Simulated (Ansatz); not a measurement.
One change: `[SiH3][O][InH][SeH]` becomes `C[CH2][InH][O][SiH3]`.

Ansatz, PBE0-D4/def2-TZVP geometries, multiplicity 1. Each molecule was computed in one conformer, which needn't be the lowest.

Elements past krypton have def2 core potentials. Scalar relativity is left out up to krypton. Spin–orbit coupling is left out; it splits and shifts lone-pair levels of the heavy atoms by tenths of an eV.

```csv
property,`[SiH3][O][InH][SeH]`
LUMO energy (PBE/def2-TZVPP) / eV,-2.23
LUMO energy (B3LYP/def2-TZVPP) / eV,-1.78
HOMO energy (PBE0/def2-TZVPP) / eV,-7.42
"ideal-gas entropy at 298 K and 1 bar (rigid rotor, harmonic PBE0-D4/def2-TZVP) / J/(mol·K)",400
HOMO energy (PBE/def2-TZVPP) / eV,-6.29
HOMO–LUMO gap (ωB97M-V/def2-TZVPP) / eV,9.50
```

(1) Give the same properties after the change, and the shifts. (Estimate.)

Results:

(1) Ansatz gave: 
| property | `C[CH2][InH][O][SiH3]` | shift |
| --- | --- | --- |
| LUMO energy (PBE/def2-TZVPP) / eV | -2.13 | 0.10 |
| LUMO energy (B3LYP/def2-TZVPP) / eV | -1.69 | 0.09 |
| HOMO energy (PBE0/def2-TZVPP) / eV | -7.41 | 0.01 |
| ideal-gas entropy at 298 K and 1 bar (rigid rotor, harmonic PBE0-D4/def2-TZVP) / J/(mol·K) | 420 | 20 |
| HOMO energy (PBE/def2-TZVPP) / eV | -6.16 | 0.13 |
| HOMO–LUMO gap (ωB97M-V/def2-TZVPP) / eV | 9.58 | 0.08 |

The zero-point energy changes by 148.1 kJ/mol with +15 modes. Modes under 60 cm⁻¹, often nearly free rotors, make the harmonic entropy too high.

B3LYP here is the variant with VWN-RPA as its local correlation; programs differ in this.
